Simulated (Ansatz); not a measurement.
Coupled-cluster run, Cl₂H₅NO₂Si₂, SMILES `O[Si](O)(Cl)N[SiH2]Cl`.

```yaml
crystal:
  periodic: [false, false, false]
  atoms:
    - {symbol: O, position_ang: [-0.427739, 0.246871, -2.469897]}
    - {symbol: Si, position_ang: [-0.284416, -0.421318, -0.999087]}
    - {symbol: O, position_ang: [0.627337, -1.758412, -1.191757]}
    - {symbol: Cl, position_ang: [-2.084203, -0.979265, -0.190179]}
    - {symbol: N, position_ang: [0.348284, 0.764208, 0.051446]}
    - {symbol: Si, position_ang: [0.091415, 0.977755, 1.733751]}
    - {symbol: Cl, position_ang: [0.692561, -0.687565, 2.800743]}
    - {symbol: H, position_ang: [-0.459211, -0.353518, -3.217071]}
    - {symbol: H, position_ang: [0.744140, -2.330445, -0.430810]}
    - {symbol: H, position_ang: [1.152095, 1.256489, -0.317453]}
    - {symbol: H, position_ang: [0.933263, 2.111832, 2.173217]}
    - {symbol: H, position_ang: [-1.333526, 1.173358, 2.057107]}
basis:
  gaussian: {orbitals: def2-TZVPP}
correlation: {method: ccsd_t}
```

```sh
$ ansatz run in.yaml --threads 2 --pin off --events-out ev --progress --plain --max-ram 22528MiB --backend cuda --devices 0, --max-vram 18GiB
```

Log, shortened:

```
Functional definition: HF
1976 factors; integrals over basis functions are off by at most 1.1e-3 eV
mean field evaluation 1: about -46372.7295 eV, gradient 5.6e1 eV
mean field evaluation 2: about -46373.1387 eV, gradient 5.7e1 eV
mean field evaluation 4: about -46378.9874 eV, gradient 3.8e0 eV
mean field evaluation 8: about -46379.0632 eV, gradient 2.8e-1 eV
mean field -46379.06355844 eV, -1704.3991489143 hartree, gradient 3.7e-6 eV, S^2 0.000000; 0 other end points of the search recorded, 0 dependent functions left out
23 core orbitals not correlated: weight in the atoms' cores, before any rotation towards them, 1.000 or more for the frozen orbitals, at most 0.000 for the correlated occupied ones
reference -46379.06355844 eV, -1704.3991489143 hartree; 22, 22 occupied and 286, 286 virtual orbitals, 1976 factors
second order -35.32279512 eV of doubles, -0.00000000 eV of singles
cycle   1  -35.92401691 eV  change   -6.0e-1 eV  update   1.1e-1
cycle   2  -36.67655568 eV  change   -7.5e-1 eV  update   3.2e-2
cycle   3  -36.82996532 eV  change   -1.5e-1 eV  update   1.5e-2
cycle   4  -36.81143437 eV  change    1.9e-2 eV  update   3.2e-3
cycle   5  -36.81036332 eV  change    1.1e-3 eV  update   1.4e-3
cycle   6  -36.81097781 eV  change   -6.1e-4 eV  update   4.0e-4
cycle   7  -36.81072683 eV  change    2.5e-4 eV  update   1.5e-4
cycle   8  -36.81067552 eV  change    5.1e-5 eV  update   4.6e-5
perturbative correction -1.44522819 eV, -0.0531111565 hartree
Total energy: -46417.31946215 eV, -1705.8050274449 hartree
```

It took 8.5 s on 2 threads of an AMD EPYC 7R13 on a shared host and a share of an NVIDIA H100 80 GB, with 1.4 GiB of host memory at the peak.

Correlation energy per correlated electron: -0.869 eV. T1 diagnostic: 0.0104.
